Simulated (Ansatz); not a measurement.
C₃H₇AlS, relaxed with RKS PBE-D4/def2-SVP in Ansatz 0.2.0 from a rough embedded geometry. The force threshold is 0.03 eV/Å; the program also tests the step.

The species carries charge 0 and has multiplicity 1. The bonds changed during the relaxation, so this is another structure than the one it started from.

Start:

```xyz
12

C     0.656    1.161   -0.477
C     0.212   -0.165   -0.043
S     1.522   -1.416    0.158
C    -1.073   -0.714   -0.676
Al   -1.312   -0.295    1.209
H     1.410    1.622    0.295
H    -0.160    1.913   -0.560
H     1.219    1.114   -1.411
H     2.025   -0.741    1.302
H    -1.072   -1.734   -1.000
H    -1.548    0.067   -1.436
H    -1.881   -0.812    2.639
```

(1) By how much does the energy fall, and how many steps does the optimiser take? (Estimate.)

(2) Which bonds change most? (An estimate is asked.)

(3) Give the relaxed structure. (Best estimate.)

## Answers

(1) Computed: 0.96 eV, in 8 steps, 1 of them rejected.

(2) The calculation gave: S3–Al5 from 3.225 to 2.444 Å; C4–H11 from 1.189 to 1.111 Å; C2–S3 from 1.823 to 1.902 Å; C1–H6 from 1.173 to 1.110 Å.

(3) Computed: 
```xyz
12

C     0.771    1.238   -0.605
C     0.054    0.078    0.027
S     1.163   -1.369    0.568
C    -1.108   -0.676   -0.685
Al   -1.123   -0.846    1.261
H     1.505    1.709    0.082
H     0.023    2.017   -0.868
H     1.303    0.955   -1.542
H     1.834   -0.733    1.581
H    -0.876   -1.428   -1.471
H    -1.840    0.063   -1.074
H    -1.706   -1.008    2.727
```
